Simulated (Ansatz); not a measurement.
Energy difference R1 + R2 → P1 + P2, each structure at its B3LYP-D3(BJ)/def2-TZVP stationary point, reached from a drawn start (curvature not checked).
R1: CH5Sn (SMILES [CH3][SnH2]), charge 0, multiplicity 2.
P1: H2Sn (SMILES [SnH2]), charge 0, multiplicity 1.
P2: CH4 (SMILES C), charge 0, multiplicity 1.
R2: H atom, charge 0, multiplicity 2.

P less R. No zero-point or thermal terms; singlets are restricted closed shells; open shells are unrestricted; no spin–orbit coupling.

Correlated levels freeze the cores. In cc and def2 sets filled d and f shells under p-block atoms count as core. CBS(a, b) extrapolates the correlation energy as X⁻³ and adds the Hartree–Fock energy of set b.

Run with Ansatz (Gaussian basis) for Hartree–Fock, density functionals and correlated methods. All values are computed, each at the level named. Elements past Kr take the def2 small-core potentials, without spin–orbit coupling.

PBE/def2-TZVPP gives -66.12 kcal/mol for the reaction energy.

Task: How do the other levels lie against it? Give each less PBE: r2SCAN/def2-TZVPP, PBE0/def2-TZVPP, wB97M-V/def2-TZVPP, B2PLYP/def2-TZVPP, MP2/CBS(def2-TZVPP, def2-QZVPP), CCSD(T)/CBS(def2-TZVPP, def2-QZVPP).

Result: r2SCAN/def2-TZVPP 2.15; PBE0/def2-TZVPP 1.34; wB97M-V/def2-TZVPP -1.38; B2PLYP/def2-TZVPP -3.17; MP2/CBS(def2-TZVPP, def2-QZVPP) 3.61; CCSD(T)/CBS(def2-TZVPP, def2-QZVPP) -1.16 kcal/mol. 3 of 6 lie above PBE; the widest gap is to MP2/CBS(def2-TZVPP, def2-QZVPP).

Ansatz is a program for electronic structure.
